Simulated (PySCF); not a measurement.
Level of theory: ωB97X-D3(BJ)/def2-TZVP // PBE0-D3(BJ)/def2-TZVP run with PySCF. All species are isolated molecules in the gas phase. 

Reference species (SMILES): `[GaH3]` (neutral, multiplicity 1).

* **HOMO–LUMO gap**: 11.19 eV
* **HOMO**: -11.11 eV
* **LUMO**: 0.08 eV
* **dipole moment**: 0.00 D

Changed species: `[F][Ga]([F])[F]` (3 of 3 H replaced by F; the reference has 0 of 3 H replaced by F).

Question: Predict the effect on the HOMO–LUMO gap, HOMO, LUMO and dipole moment.

Answer: the HOMO–LUMO gap goes up by 3.05 eV, to 14.24 eV; the HOMO drops by 3.30 eV, to -14.41 eV; the LUMO falls by 0.26 eV, to -0.18 eV; the dipole moment is nearly the same.
